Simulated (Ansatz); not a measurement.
CH6BNSi can be A, `CN1B[SiH2]1`, or B, `C=NB[SiH3]`.

Gas-phase electronic energies from Ansatz, PBE0-D4/def2-TZVP geometries. CBS: MP2 limit from def2 TZ/QZ plus the TZ coupled-cluster correction, frozen cores. Functionals use def2-TZVPP. B3LYP here is the variant with VWN-RPA as its local correlation; programs differ in this. Each species was taken in one conformer, which may not be the lowest.

Question: Which is lower in electronic energy at CCSD(T)/CBS, and by how much? (Estimate.)

Answer: Computed: A, by 21.9 kJ/mol.

Question: Give E(B) − E(A) in kJ/mol with ωB97M-V, PBE-D4, CCSD/def2-TZVPP, HF/def2-TZVPP, r2SCAN-D4, B3LYP, CCSD(T)/def2-TZVPP. (Best estimate.)

Answer: The calculation gave: ωB97M-V 23.5, PBE-D4 8.5, CCSD/def2-TZVPP 17.6, HF/def2-TZVPP 3.6, r2SCAN-D4 13.6, B3LYP 0.1, CCSD(T)/def2-TZVPP 17.2. None reverses the order clearly.

Question: Does the order hold for the free energy at 298.15 K (harmonic terms from PBE0-D4)? (Best estimate.)

Answer: The calculation gave: Yes: G(B) − G(A) = +5.3 kJ/mol, for one conformer each.

Largest T1 diagnostic: 0.017.

At CCSD(T), def2-SVP lies −16.2 kJ/mol from the extrapolated value and def2-TZVPP −4.7 kJ/mol. In def2-TZVPP, CCSD(T) changes the Hartree–Fock value by +13.6 kJ/mol (the triples alone add −0.4 kJ/mol) and MP2 by +29.3 kJ/mol.
